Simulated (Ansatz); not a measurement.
Reaction (atomization): `[CH]1=N[CH2][GeH2]1` → 2 C• + Ge• + 5 H• + N•

Computed with Ansatz on PBE0-D4/def2-TZVP structures; ΔE is electronic, products minus reactants. CCSD(T)/CBS is the MP2 limit (def2-TZVPP, def2-QZVPP) plus CCSD(T) − MP2 in def2-TZVPP, frozen cores. This one scheme is used for every species, atoms too. Functionals use def2-TZVPP. HSE06 is defined as in plane-wave codes. Open shells (•) are unrestricted, without spin–orbit coupling. Spin–orbit coupling would lower the free atoms: a little for C; clearly for Ge. Bonds to Ge are less sure, by a few kJ/mol each and by 10 to 20 or more in all where they break to atoms, as the def2 sets lack core-valence functions. Scalar relativity is left out up to krypton.

`[CH]1=N[CH2][GeH2]1`:

Z-matrix (Å, degrees):
```
Ge
N 1 2.473
C 1 1.968 2 30.8
C 1 1.995 2 36.6 3 180.0
H 1 1.542 2 125.5 3 87.2
H 1 1.542 2 125.5 3 -87.2
H 3 1.090 1 141.5 2 180.0
H 4 1.092 1 117.4 2 114.0
H 4 1.092 1 117.4 2 -114.0
```

```json
{"level": "HSE06", "ΔE (kJ/mol)": "3207.7"}
{"level": "HF/def2-TZVPP", "ΔE (kJ/mol)": "2187.6"}
```

Problem. What does CCSD(T)/CBS give? (Estimate.)

Solution. The calculation gave: +3205.8 kJ/mol. The listed levels differ from it by 1.9, -1018.2 kJ/mol.

Largest T1 diagnostic among the species: 0.012.

Leaving LDA and LC-ωPBE aside and taking each functional with its dispersion term where it has one, the values, not all of them listed here, spread over 210.8 kJ/mol, from BHLYP-D4 to PBE-D4. LDA lies +443.7 kJ/mol from PBE without D4, its usual overbinding. From r2SCAN to r2SCAN0 (25 % exact exchange), in def2-TZVPP and without D4, ΔE moves by −62.7 kJ/mol: exact exchange takes away binding that semilocal exchange gives to molecules. The D4 term adds +28.0 kJ/mol with B3LYP and +14.4 kJ/mol with PBE0; it sums over pairs of atoms, weighted by their polarisabilities, and B3LYP, whose exchange is more repulsive, gets the larger term.

B3LYP here is the variant with VWN-RPA as its local correlation; programs differ in this.

For atomizations the MP2-based limit and the directly extrapolated one differ by several kJ/mol either way, and by 10 to 25 for some Ge, Se and Sn compounds, so smaller differences from it don't rank the levels.
